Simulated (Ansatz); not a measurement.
`[F][SnH]([Cl])[Br]` + H₂O → `[OH][SnH]([Cl])[Br]` + H–F at 500 K and 1 bar (formal hydrolysis of the Sn–F bond).

Isolated molecules relaxed with PBE0-D4/def2-TZVP in Ansatz; ΔE leaves out vibrations. CBS: MP2 limit from def2 TZ/QZ plus the TZ coupled-cluster correction, frozen cores. This one scheme is used for every species. Elements past krypton have def2 core potentials. For Br, Sn outer-core shells are correlated without core-valence functions, which leaves a few kJ/mol of doubt a bond. Scalar relativity is left out up to krypton. One conformer a species, not always the lowest.

```tsv
species	CCSD(T)/CBS energy (Eh)	H − E (kJ/mol)	S (J/(mol·K))
`[F][SnH]([Cl])[Br]`	-3347.63611	65.5	401.6
H₂O	-76.37941	73.2	206.3
`[OH][SnH]([Cl])[Br]`	-3323.61080	99.2	419.5
H–F	-100.39570	39.4	188.7
```

H − E and S are ideal-gas, rigid-rotor, harmonic terms from PBE0-D4/def2-TZVP, for one conformer and one mirror image of each species. 1 Eh = 2625.50 kJ/mol, R = 8.31446 J/(mol·K).

Question: By hand: ΔE, ΔH, ΔS and ΔG.

Answer: ΔE = (-3323.61080) + (-100.39570) − (-3347.63611) − (-76.37941) = 0.00902 Eh = 23.7 kJ/mol. Δ(H − E) = 99.2 + 39.4 − 65.5 − 73.2 = -0.1, so ΔH = 23.6 kJ/mol. ΔS = 419.5 + 188.7 − 401.6 − 206.3 = 0.3 J/(mol·K). ΔG = 23.6 − 500 × (0.3)/1000 = 23.5 kJ/mol.

Question: By hand: the equilibrium constant, and the temperature at which ΔG would vanish if ΔH and ΔS stayed fixed.

Answer: log₁₀ K = −ΔG/(RT ln 10) = -2.5. ΔG = 0 at ΔH/ΔS = 78667 K, far beyond where these terms or the molecules hold.

The number of gas molecules stays the same, so ΔS is small and ΔH decides. A doubt of 5 kJ/mol in ΔE shifts log₁₀ K by 0.5 here. Other conformers and mirror images would add mixing entropy, several J/(mol·K) or more a flexible species. These are equilibria of isolated gas molecules and say nothing of rates. Largest T1 diagnostic: 0.011 (customary marks: 0.02 for closed shells, 0.045 for open ones).
